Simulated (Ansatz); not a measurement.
Reaction (homolysis of the Cl–Ga bond): `[SH][Ga]([Cl])[Cl]` → Cl• + `[SH][Ga][Cl]`•

Computed with Ansatz on PBE0-D4/def2-TZVP structures; ΔE is electronic, products minus reactants. CCSD(T)/CBS adds triple-zeta CCSD(T) − MP2 to the extrapolated MP2 energy (def2 sets, frozen cores). This one scheme is used for every species, atoms too. Functionals use def2-TZVPP. HSE06 is defined as in plane-wave codes. Open shells (•) are unrestricted, without spin–orbit coupling. Spin–orbit coupling would lower the free atoms: a little for Cl. For Ga outer-core shells are correlated without core-valence functions, so the limit isn't a true one: a few kJ/mol of doubt a bond, and 10 to 20 or more in all where bonds break to atoms. Scalar relativity is left out up to krypton. Each species was taken in one conformer, which may not be the lowest.

```csv
level,ΔE (kcal/mol),difference from CCSD(T)/CBS
LDA (SPW92),113.0,8.5
PBE-D4,99.9,-4.6
revPBE-D4,96.7,-7.8
r2SCAN-D4,100.6,-3.9
B97M-V,103.6,-0.9
PBE0-D4,100.6,-3.9
r2SCANh-D4,100.2,-4.3
HSE06-D4,100.6,-3.9
BHLYP-D4,97.1,-7.4
CAM-B3LYP-D4,98.7,-5.8
ωB97X-V,103.4,-1.1
ωB97M-V,101.9,-2.6
B2PLYP,98.3,-6.2
PBE-QIDH,103.3,-1.2
PBE,98.3,-6.2
revPBE,93.3,-11.2
BLYP,91.0,-13.5
r2SCAN,100.2,-4.3
PBE0,99.2,-5.3
r2SCANh,99.8,-4.7
r2SCAN0,99.2,-5.3
HSE06,99.2,-5.3
BHLYP,94.6,-9.9
CAM-B3LYP,97.2,-7.3
LC-ωPBE,100.2,-4.3
RPA@PBE/def2-TZVPP,91.6,-12.9
HF/def2-SVP,77.6,-26.9
MP2/def2-SVP,101.6,-2.9
CCSD/def2-SVP,96.3,-8.2
CCSD(T)/def2-SVP,97.5,-7.0
HF/def2-TZVPP,77.1,-27.4
MP2/def2-TZVPP,105.9,1.4
SCS-MP2/def2-TZVPP,103.0,-1.5
CCSD/def2-TZVPP,98.6,-5.9
CCSD(T)/def2-TZVPP,100.7,-3.8
HF/def2-QZVPP,76.9,-27.6
MP2/def2-QZVPP,108.0,3.5
SCS-MP2/def2-QZVPP,105.2,0.7
MP2/CBS(def2),109.7,5.2
CCSD/CBS(def2),102.4,-2.1
CCSD(T)/CBS,104.5,0
```

Largest T1 diagnostic among the species: 0.015.

From r2SCAN to r2SCAN0 (25 % exact exchange), in def2-TZVPP and without D4, ΔE moves by −0.9 kcal/mol: exact exchange takes away binding that semilocal exchange gives to molecules. In def2-TZVPP, CCSD(T) changes the Hartree–Fock value by +23.5 kcal/mol (the triples alone add +2.1 kcal/mol) and MP2 by +28.8 kcal/mol; breaking electron pairs costs correlation energy, which Hartree–Fock lacks. Leaving LDA and LC-ωPBE aside and taking each functional with its dispersion term where it has one, the values, not all of them listed here, spread over 9.3 kcal/mol, from BLYP-D4 to B97M-V. LDA lies +14.8 kcal/mol from PBE without D4, its usual overbinding.

CCSD(T)/CBS has its own doubt, a few kJ/mol and more with outer-core shells, so smaller differences from it don't rank the levels.
